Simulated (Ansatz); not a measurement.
Start from `[F][GaH][CH2][GaH2]` and change one atom or group to get `F[CH2][GaH][F]`.

Ansatz, PBE0-D4/def2-TZVP geometries, multiplicity 1. Each molecule was computed in one conformer, which needn't be the lowest. `[F][GaH][CH2][GaH2]` holds a close contact that its SMILES doesn't draw: Ga···F 2.19 Å.

Scalar relativity is left out up to krypton.

| property | `[F][GaH][CH2][GaH2]` |
| --- | --- |
| HOMO energy (B3LYP/def2-TZVPP) / eV | -7.29 |
| ideal-gas entropy at 298 K and 1 bar (rigid rotor, harmonic PBE0-D4/def2-TZVP) / J/(mol·K) | 351 |
| HOMO–LUMO gap (ωB97M-V/def2-TZVPP) / eV | 9.66 |
| LUMO energy (PBE/def2-TZVPP) / eV | -2.45 |
| size of the dipole moment (B3LYP/def2-TZVPP) / D | 3.50 |
| HOMO energy (PBE/def2-TZVPP) / eV | -6.36 |

**Question.** Give the same properties after the change, and the shifts. (An estimate is asked.)

**Answer.** The calculation gave: 
```
                                                                                  property  `F[CH2][GaH][F]`  shift
                                                       HOMO energy (B3LYP/def2-TZVPP) / eV             -8.10  -0.81
ideal-gas entropy at 298 K and 1 bar (rigid rotor, harmonic PBE0-D4/def2-TZVP) / J/(mol·K)               327    -24
                                                   HOMO–LUMO gap (ωB97M-V/def2-TZVPP) / eV             10.80   1.14
                                                         LUMO energy (PBE/def2-TZVPP) / eV             -2.21   0.24
                                          size of the dipole moment (B3LYP/def2-TZVPP) / D              0.81  -2.69
                                                         HOMO energy (PBE/def2-TZVPP) / eV             -6.86  -0.50
```

With PBE0 the HOMO falls by 0.80 eV and the LUMO rises by 0.22 eV, so the gap widens by about 1.02 eV. PBE moves the HOMO by -0.50 eV and ωB97M-V by -0.92 eV. The zero-point energy changes by -28.2 kJ/mol with -6 modes. Dipoles are sizes alone; their direction can turn. Modes under 60 cm⁻¹, often nearly free rotors, make the harmonic entropy too high.

Positive LUMOs are unbound, so they and the gaps depend on the basis.

B3LYP here is the variant with VWN-RPA as its local correlation; programs differ in this.
